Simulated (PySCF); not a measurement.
BBrF2. Atoms are numbered in the order given.

```xyz
4

B      0.0000     0.0000    -0.9415
F      0.0000    -1.1290    -1.6050
F      0.0000     1.1290    -1.6050
Br     0.0000     0.0000     0.9599
```
Charge 0, spin multiplicity 1.

Coordinates come from a PBE0-D3(BJ)/def2-SVP optimisation.

Method: M06-2X/def2-TZVPD (PySCF).

Computed frontier levels, gap, dipole moment and polarisability:
```yaml
highest_occupied_level: -10.39 eV
lowest_empty_level: -0.15 eV
orbital_gap: 10.24 eV
dipole_moment: 0.31 D
quadrupole, principal values (traceless, Buckingham form, about the centre of nuclear charge): -2.74, -0.07, 2.81 D·Å
mean_static_polarisability: 35.0 bohr³ (5.18 Å³)
polarisability_principal_values: 29.7, 33.1, 42.2 bohr³
```
